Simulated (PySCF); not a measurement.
Krypton: a sound run and one with changed settings

Sound run: Kr [Kr], Kr⁺ [Ar] 3d10 4s2 4p5. Calculation: PySCF 2.14, in cc-pVTZ-DK; scalar relativity by spin-free X2C-1e. In the sound run the correlated levels freeze [Ar] 3d10. The sound run starts from symmetry-adapted Hartree-Fock orbitals and uses a fine grid where one is needed.

Changed run: initial guess 1e, at most 50 SCF cycles.

```json
{"species": "Kr", "method": "UHF", "sound run (hartree)": "-2788.17305", "changed run (hartree)": "-2788.17305", "converged": "yes"}
{"species": "Kr", "method": "LDA", "sound run (hartree)": "-2786.14541", "changed run (hartree)": "-2786.14541", "converged": "yes"}
{"species": "Kr", "method": "CCSD(T)", "sound run (hartree)": "-2788.36512", "changed run (hartree)": "-2788.36512", "converged": "yes"}
{"species": "Kr⁺", "method": "MN15", "sound run (hartree)": "-2791.33510", "changed run (hartree)": "-2791.33510", "converged": "yes"}
{"species": "Kr⁺", "method": "MP2", "sound run (hartree)": "-2787.83065", "changed run (hartree)": "-2787.83065", "converged": "yes"}
```

Here the plain start reaches the same solutions.
